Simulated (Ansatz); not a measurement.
## Energy on a grid of two coordinates

BSiH$_{3}$O$_{2}$ (SMILES B[Si](=O)O), closed shell, PBE0-D4/def2-TZVP minimum:

B1  (-0.909, 1.068, -0.021)
Si2  (0.525, -0.273, 0.313)
O3  (1.521, -0.167, 1.452)
O4  (0.443, -1.449, -0.802)
H5  (-0.695, 2.024, -0.700)
H6  (-1.972, 0.959, 0.507)
H7  (1.087, -2.162, -0.748)
(Å)

Rows set the bond length Si2–O4 (Å; 1.623 at the minimum), columns the angle O4–Si2–B1 (°; 109.7), set in this order; the parts move rigidly, in a bend the first-named atom's side turns in the plane, and in a torsion the whole end group turns. CCSD(T) energies count from the value at that structure, in kcal/mol. Ansatz 0.2.0; basis: def2-TZVPP; cores frozen in the correlated methods.

```
Si2–O4 \ O4–Si2–B1   79.7   89.7   99.7  109.7  119.7  129.7  139.7
             1.428  49.86  35.52  26.72  23.43  25.73  34.25  50.70
             1.510  30.94  17.71   9.72   6.93      ?  17.68  33.29
             1.630  20.46   8.90   2.09  -0.01   2.68  10.62      ?
             1.771  22.71  13.11   7.63   6.29   9.19  16.75  29.93
             1.926  33.56  26.00  21.87  21.26  24.34  31.47  43.39
             2.094      ?  43.20  40.33  40.38      ?  50.20  60.85
             2.272  65.36  61.42  59.61  60.18  63.36  69.42  78.78
```

Question: Fill in the withheld cells. (Judge from chemistry; the value comes from the calculation.)

Answer: By the calculation: (1.510, 119.7): 9.39; (1.630, 139.7): 25.07; (2.094, 79.7): 48.81; (2.094, 119.7): 43.57 kcal/mol. These count from the CCSD(T) energy at the PBE0-D4 minimum.

The same grid for a cheaper method: PBE0-D4 − CCSD(T), both counted from the minimum, in kcal/mol:
| Si2–O4 \ O4–Si2–B1 | 79.7 | 89.7 | 99.7 | 109.7 | 119.7 | 129.7 | 139.7 |
| --- | --- | --- | --- | --- | --- | --- | --- |
| 1.428 | -1.62 | -1.35 | -1.29 | -1.41 | -1.71 | -2.18 | -2.85 |
| 1.510 | -0.81 | -0.58 | -0.54 | -0.67 | -0.96 | -1.39 | -2.00 |
| 1.630 | 0.00 | 0.17 | 0.17 | 0.03 | -0.23 | -0.62 | -1.14 |
| 1.771 | 0.49 | 0.59 | 0.56 | 0.42 | 0.18 | -0.16 | -0.59 |
| 1.926 | 0.65 | 0.68 | 0.61 | 0.47 | 0.25 | -0.04 | -0.38 |
| 2.094 | 0.58 | 0.55 | 0.45 | 0.30 | 0.10 | -0.15 | -0.41 |
| 2.272 | 0.50 | 0.43 | 0.30 | 0.14 | -0.05 | -0.25 | -0.42 |

T1 diagnostic: at most 0.027. The T1 diagnostic is large here, which may signal multireference character or strong orbital relaxation, so CCSD(T) is less sure. The restricted Hartree–Fock reference is unstable towards an unrestricted one here.

For scale, one of the runs: CCSD(T)/def2-TZVPP, 177 basis functions, launched by `ansatz run in.yaml --threads 2 --pin off --events-out ev --progress --plain --max-ram 4352MiB`. The run took 18 s on 2 CPU threads of an Intel Xeon 6975P-C (shared host), with 1.8 GiB of host memory at its peak.
